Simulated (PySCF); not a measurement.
Input for PySCF: D3(BJ) and D4 dispersion corrections on CH6S (a complex), monomers drawn apart or pushed together.

```python
from pyscf import gto
from pyscf.dispersion import dftd3, dftd4

mol = gto.M(
    atom='''
    H     0.02957959   -0.32952898    0.15438861
    H     0.37830172   -0.16103389   -0.48324705
    C     0.93943981    0.68591794    2.78922373
    S    -0.69815563   -0.11343605    2.77284718
    H     0.94485370    1.56013122    3.43668668
    H     1.63233305   -0.05204624    3.19001167
    H     1.25696006    0.95608612    1.78413343
    H    -1.38663659    0.92856515    2.27916439
    ''',
    basis='def2-svp',
    charge=0, spin=0, verbose=0, max_memory=1800)
d3, d4 = {}, {}
for xc in ['hf', 'pbe', 'blyp', 'revpbe', 'tpss', 'r2scan', 'b3lyp', 'pbe0', 'bhlyp', 'camb3lyp', 'b2plyp']:
    d3[xc] = float(dftd3.DFTD3Dispersion(mol, xc=xc, version='d3bj', atm=False).get_dispersion()['energy'])
    print(f'D3(BJ) {xc:10s} {d3[xc]:14.8f} Eh')
for xc in ['hf', 'pbe', 'blyp', 'revpbe', 'tpss', 'r2scan', 'b3lyp', 'pbe0', 'bhlyp', 'camb3lyp', 'b2plyp']:
    d4[xc] = float(dftd4.DFTD4Dispersion(mol, xc={'camb3lyp': 'cam-b3lyp'}.get(xc, xc), atm=True).get_dispersion()['energy'])
    print(f'D4     {xc:10s} {d4[xc]:14.8f} Eh')
```

The log:

```
D3(BJ) hf            -0.03308247 Eh
D3(BJ) pbe           -0.00408996 Eh
D3(BJ) blyp          -0.00858237 Eh
D3(BJ) revpbe        -0.01061691 Eh
D3(BJ) tpss          -0.00508182 Eh
D3(BJ) r2scan        -0.00110744 Eh
D3(BJ) b3lyp         -0.00697799 Eh
D3(BJ) pbe0          -0.00346000 Eh
D3(BJ) bhlyp         -0.00535162 Eh
D3(BJ) camb3lyp      -0.00301363 Eh
D3(BJ) b2plyp        -0.00315612 Eh
D4     hf            -0.01325648 Eh
D4     pbe           -0.00346956 Eh
D4     blyp          -0.00781769 Eh
D4     revpbe        -0.01193817 Eh
D4     tpss          -0.00469896 Eh
D4     r2scan        -0.00085804 Eh
D4     b3lyp         -0.00555253 Eh
D4     pbe0          -0.00289089 Eh
D4     bhlyp         -0.00387936 Eh
D4     camb3lyp      -0.00287839 Eh
D4     b2plyp        -0.00241467 Eh
```

The run finished.

Cost: roughly 0.05 core-seconds.
